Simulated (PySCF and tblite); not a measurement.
2-formyl-1-fluorobenzene, C₇H₅FO, numbered as in [O:1]=[CH:2][c:3]1[cH:4][cH:5][cH:6][cH:7][c:8]1[F:9].

Free energies: PBE0-D3(BJ)/pcSseg-1 on GFN2-xTB structures plus GFN2-xTB thermal terms, symmetry and mirror images included. Conformers within 3 kcal/mol (GFN2-xTB free energy) were kept, 10 at most. Couplings: B3LYP/6-31G* with pcJ-1 on H, F (gas phase; spin-dipole term only for pairs with B, N, F, Si or P). Couplings are for ¹⁹F, ¹H. H–H couplings come out 0.1 to 0.9 Hz lower than with pcJ-1 on all atoms. (PySCF 2.14, tblite 0.8.)

Torsions listed: O1–C2–C3–C4.

| conformer | shape | weight % |
| --- | --- | --- |
| 1 | 0° | 98.7 |
| 2 | 180° | 1.3 |

(1) Give the couplings in each conformer and the averages at 298.15 K (pairs that fast motion interchanges averaged).

Computed couplings to fluorine can be off by tens of per cent at such levels.

Results:

(1) 
```csv
coupling,pairs,1,2,average (Hz)
"³J(H7,F9)",1,11.1,10.4,11.1
"³J(H4,H5)",1,8.8,8.7,8.8
"³J(H5,H6)",1,8.3,8.3,8.3
"³J(H6,H7)",1,9.4,9.3,9.4
```


Conformer gaps in pcSseg-1 on xTB geometries can be 2 kcal/mol off for S=O, P=O and other polar bonds.